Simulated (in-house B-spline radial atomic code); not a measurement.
**B97-1 excitations of Li+**

Method: B97-1. Computed with an all-electron radial atomic-structure program (B-spline basis): linear response of the closed shell 1s2 with the functional's adiabatic kernel; non-relativistic, point nucleus, no spin-orbit coupling, no double excitations, S, P, D and F terms only.

Command:
```bash
python run_td.py task.json out
```
Settings (radii: box in bohr, nucleus in fm):
```
Z                        3
electrons                2
configuration            1s2
hamiltonian              nr
method                   b97_1
box_radius               41.61
intervals                48
```

Time taken, with all properties: 0.1 s on 1 thread of Arm Neoverse N1, on a shared host.

The lowest states, in the order of their Tamm-Dancoff energies; the method's threshold (minus the highest occupied level) is 64.02 eV. Labels give the largest channel, * marks a mixed state, and oscillator strengths are full-response dipole values. Measured ¹D terms are left out, since they can mix with doubly excited terms. Semilocal kernels can invert the small singlet-triplet splittings of Rydberg terms. Energies in eV:

| state | full response | Tamm-Dancoff | oscillator strength | measured (J-weighted term) |
| --- | --- | --- | --- | --- |
| 1s → 2s 3S | 54.52 | 54.54 | - | 59.021 |
| 1s → 2s 1S | 56.36 | 56.41 | - | - |
| 1s → 2p 3P | 56.90 | 56.92 | - | 61.281 |
| 1s → 2p 1P | 57.72 | 57.73 | 0.287 | 62.216 |
| 1s → 3s 3S | 60.86 | 60.86 | - | 68.781 |
| 1s → 3s 1S | ? | ? | - | ? |
| 1s → 3p 3P | 61.38 | 61.38 | - | 69.369 |
| 1s → 3p 1P | 61.50 | 61.51 | 0.0568 | 69.648 |
| 1s → 3d 3D | 61.72 | 61.72 | - | - |
| 1s → 3d 1D | ? | ? | - | - |

(1) Where does 1s → 3d 1D lie?

(2) Where does 1s → 3s 1S lie?

(3) How large is the singlet-triplet splitting of 1s → 2s (S terms) in Tamm-Dancoff?

(4) What polarisabilities and dispersion coefficient does the method give?

## Answers

(1) At 61.76 eV in full response, 61.76 eV in Tamm-Dancoff.

(2) At 61.15 eV in full response, 61.16 eV in Tamm-Dancoff; measured 69.279 eV.

(3) 1.87 eV, from the unrounded values.

(4) Dipole 0.2018 bohr³, quadrupole 0.1286 bohr⁵, C6 0.08322 hartree·bohr⁶ for two such species.
